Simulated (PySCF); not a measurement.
## Os²⁺ (osmium, charge +2) across methods

[Xe] 4f14 5d5 6p1, high-spin 7P determinant (an excited configuration). All numbers are calculated (PySCF 2.14, scalar relativity by spin-free X2C-1e, in ANO-RCC-VTZP (8s7p5d3f2g1h, 104 functions)).

```
method  E (hartree)  mean ε 5p β (eV)  mean ε 5d α (eV)  mean ε 6p α (eV)  Σ⟨r²⟩ (bohr²)    ⟨S²⟩
   PBE    -17253.71           -70.531           -27.959           -16.174          49.15  12.001
r2SCAN    -17253.76           -71.620           -28.440           -16.269          49.03  12.002
  PBE0    -17253.47           -73.032           -29.799           -16.792          49.08  12.002
   LDA    -17242.73           -71.078           -28.084           -16.361          49.15  12.001
```

(1) Estimate the same row for UHF.

Spin-orbit coupling, absent here, splits the open shell strongly.

Results:

(1) E (hartree) = -17248.33109; mean ε 5p β (eV) = -79.087; mean ε 5d α (eV) = -34.538; mean ε 6p α (eV) = -18.271; Σ⟨r²⟩ (bohr²) = 49.36; ⟨S²⟩ = 12.004.
